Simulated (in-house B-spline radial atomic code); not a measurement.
# The tellurium ion Te⁷⁺: [Kr] 4d8 6p1 (an excited or competing configuration)

Computed with an all-electron radial atomic-structure program (B-spline basis): Dirac-Hartree-Fock, average of configuration, Fermi nucleus of rms radius 4.7423 fm.

Screening seen three ways: the hydrogenic charge with the same mean radius, Z_r = [3n² - l(l+1)]/(2<r>), the one with the same energy, Z_e = n√(-2ε), and Slater's rules. Values are occupation-weighted means over j. An effective charge above Z reflects the relativistic contraction of the inner shells.

```tsv
shell	electrons	ε (eV)	<r> (bohr)	Z_r	Z_e	Slater
1s	2	-32117	0.02781	53.95	48.59	51.70
2s	2	-5121.2	0.1193	50.31	38.80	47.85
2p	6	-4608.3	0.1046	47.80	36.81	47.85
3s	2	-1153.5	0.32	42.19	27.62	40.75
3p	6	-981.94	0.3182	39.28	25.49	40.75
3d	10	-720.08	0.2958	35.50	21.82	30.85
4s	2	-303.04	0.7557	31.76	18.88	24.25
4p	6	-245.87	0.8024	28.66	17.00	24.25
4d	8	-160.92	0.903	23.26	13.76	13.55
6p	1	-48.522	3.306	16.03	11.33	8.00
```

The least bound orbital is 6p3/2 at -48.25 eV, and it is also the most diffuse (<r> = 3.324 bohr).

Spin-orbit splittings of the orbital energies (j = l + 1/2 above j = l - 1/2 when positive): 2p 275.6 eV, 3p 52.89 eV, 3d 10.9 eV, 4p 10.57 eV, 4d 1.721 eV, 6p 0.8011 eV.

For the 1s electron the small component carries 3.66 % of the norm, the zero-frequency Breit interaction raises the level by 76.89 eV, self-energy by 43.87 eV, and vacuum polarisation lowers it by 5.959 eV.
